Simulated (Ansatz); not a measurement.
Relative energy of two structures of AlClGaH3Si

Structure a is a singlet given by its coordinates and structure b is a singlet given by its coordinates. Both are isolated molecules in the gas phase, relaxed with PBE0-D3(BJ)/pcseg-1.

a (Å):

```xyz
7

Al   -1.3130   -1.4178   -0.1160
Cl   -3.1535   -2.4367   -0.0358
Ga    0.5041    0.5460   -0.0627
Si    0.9208   -1.7040   -1.0992
H     1.1005   -3.1992   -1.1024
H     1.1577   -1.2556   -2.5112
H    -0.8960   -0.5961    1.2469
```

Close contacts (Å): Al1–Cl2 2.11, Al1–Ga3 2.68, Al1–Si4 2.46, Ga3–Si4 2.51, Al1–H7 1.65, Si4–H5 1.51, Si4–H6 1.50.

b (Å):

```xyz
7

Al    0.5045   -0.8797    0.5399
Cl   -0.0139   -3.7283   -2.4032
Ga   -1.5429   -2.2973    0.7170
Si   -0.6353   -1.9398   -1.5103
H    -0.5010   -0.9511   -2.6375
H     1.7184   -0.0029    1.0661
H    -1.0781   -0.2795    0.6480
```

Close contacts (Å): Al1–Ga3 2.50, Al1–Si4 2.57, Cl2–Si4 2.09, Ga3–Si4 2.43, Al1–H6 1.59, Al1–H7 1.70, Ga3–H7 2.07, Si4–H5 1.51.

Q: Estimate E(b) − E(a) at the level CCSD(T)/def2-SVP + ΔMP2/def2-TZVPP.

A: Calculated at CCSD(T)/def2-SVP + ΔMP2/def2-TZVPP: E(b) − E(a) = +76.2 kJ/mol, so structure a lies lower.

Level by level:

```json
{"level": "PBE0-D3(BJ)/pcseg-1", "geometry": "PBE0-D3(BJ)/pcseg-1", "E(b) − E(a) (kJ/mol)": "+77.6", "departure from the last row (kJ/mol)": "+1.4", "job, with rough time for the two": "optimisation, 2.6 min"}
{"level": "HF/def2-SVP", "geometry": "PBE0-D3(BJ)/pcseg-1", "E(b) − E(a) (kJ/mol)": "+103.4", "departure from the last row (kJ/mol)": "+27.2", "job, with rough time for the two": "part of the CCSD(T) run"}
{"level": "MP2/def2-SVP", "geometry": "PBE0-D3(BJ)/pcseg-1", "E(b) − E(a) (kJ/mol)": "+87.4", "departure from the last row (kJ/mol)": "+11.2", "job, with rough time for the two": "part of the CCSD(T) run"}
{"level": "CCSD(T)/def2-SVP", "geometry": "PBE0-D3(BJ)/pcseg-1", "E(b) − E(a) (kJ/mol)": "+91.3", "departure from the last row (kJ/mol)": "+15.1", "job, with rough time for the two": "single point"}
{"level": "CCSD(T)/def2-SVP + ΔMP2/def2-TZVPP", "geometry": "PBE0-D3(BJ)/pcseg-1", "E(b) − E(a) (kJ/mol)": "+76.2", "departure from the last row (kJ/mol)": "", "job, with rough time for the two": "single point, 94 s"}
```

The levels shown agree on the order. The largest departure from CCSD(T)/def2-SVP + ΔMP2/def2-TZVPP is that of HF/def2-SVP, 27.2 kJ/mol. Levels run at GFN2-xTB geometries aren't shown. The last row adds to CCSD(T) the change of the MP2 difference between the two basis sets, here −15.1 kJ/mol, a large step that makes the value less sure.

With harmonic frequencies from PBE0-D3(BJ)/pcseg-1 (ideal gas, rigid rotor, one conformer each, 298.15 K, 1 atm): the zero-point term adds −1.5 kJ/mol; ΔH is +73.7 and ΔG +77.8 kJ/mol.

The correlated steps freeze 24 core orbitals; the filled d shell of Ga is correlated, in a basis made for valence electrons. Codes used: Ansatz 0.2.0; the last row on 1 thread of Intel(R) Xeon(R) Processor @ 2.50GHz (Skylake/Cascade Lake) on a shared host.
